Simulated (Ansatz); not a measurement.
A CCSD(T) single point on C$_{3}$H$_{9}$NSi, SMILES `C/C=C/[SiH2]N`.

```yaml
crystal:
  periodic: [false, false, false]
  atoms:
    - {symbol: C, position_ang: [-1.809983, 1.416454, 1.176143]}
    - {symbol: C, position_ang: [-0.612589, 0.573527, 0.904016]}
    - {symbol: C, position_ang: [-0.430428, -0.203766, -0.164316]}
    - {symbol: Si, position_ang: [1.094597, -1.224556, -0.401586]}
    - {symbol: N, position_ang: [1.839130, -0.835020, -1.903220]}
    - {symbol: H, position_ang: [-1.528832, 2.469461, 1.280826]}
    - {symbol: H, position_ang: [-2.281124, 1.126988, 2.121194]}
    - {symbol: H, position_ang: [-2.550920, 1.332019, 0.379460]}
    - {symbol: H, position_ang: [0.170208, 0.610235, 1.662803]}
    - {symbol: H, position_ang: [-1.217448, -0.230070, -0.918806]}
    - {symbol: H, position_ang: [1.933381, -0.994258, 0.816407]}
    - {symbol: H, position_ang: [0.799425, -2.682117, -0.482723]}
    - {symbol: H, position_ang: [2.455149, -1.498746, -2.343559]}
    - {symbol: H, position_ang: [2.126332, 0.110651, -2.097838]}
basis:
  gaussian: {orbitals: def2-TZVPP}
correlation: {method: ccsd_t}
output: {orbitals: {seedname: orbitals}}
```

```sh
$ ansatz run in.yaml --threads 4 --pin off --events-out ev --progress --plain --max-ram 10444MiB
```

The program prints (abridged):

```
Functional definition: HF
1688 factors; integrals over basis functions are off by at most 1.1e-3 eV
mean field evaluation 1: about -12575.3017 eV, gradient 4.5e1 eV
mean field evaluation 2: about -12575.5475 eV, gradient 4.5e1 eV
mean field evaluation 4: about -12580.4145 eV, gradient 4.3e0 eV
mean field evaluation 8: about -12580.4850 eV, gradient 2.2e-1 eV
mean field -12580.48522500 eV, -462.3243046596 hartree, gradient 2.6e-6 eV, S^2 0.000000; 0 other end points of the search recorded, 0 dependent functions left out
9 core orbitals not correlated: weight in the atoms' cores, before any rotation towards them, 1.000 or more for the frozen orbitals, at most 0.000 for the correlated occupied ones
reference -12580.48522500 eV, -462.3243046596 hartree; 15, 15 occupied and 268, 268 virtual orbitals, 1688 factors
second order -22.84988339 eV of doubles, -0.00000000 eV of singles
cycle   1  -23.60424952 eV  change   -7.5e-1 eV  update   9.7e-2
cycle   2  -24.19615654 eV  change   -5.9e-1 eV  update   2.9e-2
cycle   3  -24.29500797 eV  change   -9.9e-2 eV  update   1.3e-2
cycle   4  -24.28914512 eV  change    5.9e-3 eV  update   3.4e-3
cycle   5  -24.28979327 eV  change   -6.5e-4 eV  update   1.4e-3
cycle   6  -24.29001785 eV  change   -2.2e-4 eV  update   4.1e-4
cycle   7  -24.28989278 eV  change    1.3e-4 eV  update   1.5e-4
cycle   8  -24.28990330 eV  change   -1.1e-5 eV  update   5.6e-5
cycle   9  -24.28991426 eV  change   -1.1e-5 eV  update   1.9e-5
perturbative correction -0.99272807 eV, -0.0364820839 hartree
Total energy: -12605.76786734 eV, -463.2534246283 hartree
```

Hardware: 4 threads of an Arm Neoverse V1 on a shared host. Wall time 5 min, peak host memory 9.1 GiB.

The correlation energy is -25.283 eV, 3.9 % of it from (T); the T1 diagnostic reads 0.0104.
